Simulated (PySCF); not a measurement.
# Correlation energy of Rh+ (rhodium, charge +1)

[Kr] 4d7 5p1, one real determinant (an excited configuration). Calculation: PySCF 2.14, in x2c-TZVPPall (8s6p6d2f1g, 79 functions); the spin-free X2C one-electron Hamiltonian (Gaussian nucleus). Frozen: [Ar] 3d10; 16 electrons correlated.

MP2 pair energies summed by pair of shells (mhartree):

| pair | energy | share (%) |
| --- | --- | --- |
| 4p-4d | -168.30 | 36.4 |
| 4d-4d | -153.00 | 33.1 |
| 4p-4p | -57.39 | 12.4 |
| 4s-4p | -27.28 | 5.9 |
| 4s-4d | -27.22 | 5.9 |
| 4d-5p | -19.18 | 4.1 |
| 4p-5p | -5.06 | 1.1 |
| 4s-4s | -4.48 | 1.0 |
| 4s-5p | -0.39 | 0.1 |

Total MP2 correlation energy: -462.30 mhartree.

Same-spin part -153.37 and opposite-spin part -308.93 mhartree; SCS-MP2 scales them by 1/3 and 6/5 to -421.84 mhartree.

The basis was made for the ground configuration and has no added diffuse functions, which can raise the energy of the promoted electron.

The reference is one real determinant that mixes LS terms of this configuration.

This basis was not built for core-valence correlation, so the inner-shell part is incomplete.
